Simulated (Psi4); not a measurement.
C₄H₁₂NbO₄, charge +1, singlet, at a GFN2-xTB geometry (such geometries of metal compounds can be far from the true shape) (the multiplicity is a formal guess) (all electrons, no relativity); PBE/3-21G run with Psi4 1.11.

Input for Psi4:
```
memory 2 GB

molecule {
1 1
  Nb   -0.00005262    0.00011392    0.00032409
  O    -1.47219446    0.32120973    0.92316913
  C    -2.63098894    0.57686600    1.65307322
  H    -2.52886818    1.53397470    2.18084728
  H    -3.49065436    0.62585302    0.97221725
  H    -2.78977410   -0.22693401    2.38360706
  O    -0.42929169   -0.63934328   -1.58991579
  C    -0.77103677   -1.14547962   -2.84211624
  H    -0.77417333   -0.33173648   -3.57888426
  H    -0.03953021   -1.90680968   -3.14262749
  H    -1.76981549   -1.59848655   -2.79497390
  O     0.98993774   -1.18279244    0.86242109
  C     1.77131540   -2.11544460    1.54127424
  H     2.42326197   -2.63679800    0.82842656
  H     2.38763040   -1.60241083    2.29090424
  H     1.12119378   -2.84496943    2.04137386
  O     0.91117948    1.50129405   -0.19514843
  C     1.63115629    2.68335904   -0.35399108
  H     0.96870465    3.54243225   -0.18611142
  H     2.45548538    2.71158026    0.37035245
  H     2.03897230    2.73088516   -1.37206848
}

set basis 3-21g
set scf_type pk
set dft_pruning_scheme robust

energy('pbe')
print_variables()
```

The log (banner, timings and long lists left out):

```
   => Loading Basis Set <=

    Name: 3-21G
    Role: ORBITAL
    Keyword: BASIS

         ---------------------------------------------------------
                                   SCF
               by Justin Turney, Rob Parrish, Andy Simmonett
                          and Daniel G. A. Smith
                              RKS Reference
         ---------------------------------------------------------

  ==> Geometry <==

    Molecular point group: c1
    Full point group: C1

    Geometry (in Angstrom), charge = 1, multiplicity = 1:

       Center              X                  Y                   Z               Mass
    ------------   -----------------  -----------------  -----------------  -----------------
         NB          -0.000038857758     0.000092561002     0.000276095237    92.906373000000
         O           -1.472180697758     0.321188371002     0.923121135237    15.994914619570
         C           -2.630975177758     0.576844641002     1.653025225237    12.000000000000
         H           -2.528854417758     1.533953341002     2.180799285237     1.007825032230
         H           -3.490640597758     0.625831661002     0.972169255237     1.007825032230
         H           -2.789760337758    -0.226955368998     2.383559065237     1.007825032230
         O           -0.429277927758    -0.639364638998    -1.589963784763    15.994914619570
         C           -0.771023007758    -1.145500978998    -2.842164234763    12.000000000000
         H           -0.774159567758    -0.331757838998    -3.578932254763     1.007825032230
         H           -0.039516447758    -1.906831038998    -3.142675484763     1.007825032230
         H           -1.769801727758    -1.598507908998    -2.795021894763     1.007825032230
         O            0.989951502242    -1.182813798998     0.862373095237    15.994914619570
         C            1.771329162242    -2.115465958998     1.541226245237    12.000000000000
         H            2.423275732242    -2.636819358998     0.828378565237     1.007825032230
         H            2.387644162242    -1.602432188998     2.290856245237     1.007825032230
         H            1.121207542242    -2.844990788998     2.041325865237     1.007825032230
         O            0.911193242242     1.501272691002    -0.195196424763    15.994914619570
         C            1.631170052242     2.683337681002    -0.354039074763    12.000000000000
[...]
   @RKS iter   4: -4195.02997362431870   -1.78903e-02   1.39822e-03 ADIIS/DIIS
   @RKS iter   5: -4195.04572592405930   -1.57523e-02   4.17618e-04 ADIIS/DIIS
   @RKS iter   6: -4195.04742084753343   -1.69492e-03   4.65354e-05 DIIS
   @RKS iter   7: -4195.04744198858862   -2.11411e-05   7.58020e-06 DIIS
   @RKS iter   8: -4195.04744247955932   -4.90971e-07   1.95471e-06 DIIS
   @RKS iter   9: -4195.04744250496242   -2.54031e-08   6.64456e-07 DIIS
  Energy and wave function converged.

  ==> Post-Iterations <==

   Electrons on quadrature grid:
      Ntotal   =  107.9999592422 ; deviation = -4.076e-05

    Orbital Energies [Eh]
    ---------------------

    Doubly Occupied:

[...]
    Virtual:

[...]
    Final Occupation by Irrep:
              A
    DOCC [    54 ]
    NA   [    54 ]
    NB   [    54 ]

  @RKS Final Energy: -4195.04744250496242

   => Energetics <=

    Nuclear Repulsion Energy =            990.6527886504676417
    One-Electron Energy =               -7743.8506930552275662
    Two-Electron Energy =                2733.9203288703365615
    DFT Exchange-Correlation Energy =    -175.7698669705389420
    Empirical Dispersion Energy =           0.0000000000000000
    VV10 Nonlocal Energy =                  0.0000000000000000
    Total Energy =                      -4195.0474425049624188

Computation Completed

Properties will be evaluated at   0.000000,   0.000000,   0.000000 [a0]

Properties computed using the SCF density matrix

 Multipole Moments:

 ------------------------------------------------------------------------------------
     Multipole            Electronic (a.u.)      Nuclear  (a.u.)        Total (a.u.)
 ------------------------------------------------------------------------------------

 L = 1.  Multiply by 2.5417464519 to convert [e a0] to [Debye]
 Dipole X            :         -0.0015767            0.0028344            0.0012578
 Dipole Y            :          0.0026320           -0.0043985           -0.0017665
 Dipole Z            :          0.0089763           -0.0098866           -0.0009102
 Magnitude           :                                                    0.0023518

 ------------------------------------------------------------------------------------

  Variable Map:
  ----------------------------------------------------------------------------
[...]
  Array Variable Map:
  ----------------------------------------------------------------------------
[...]
[...]
```
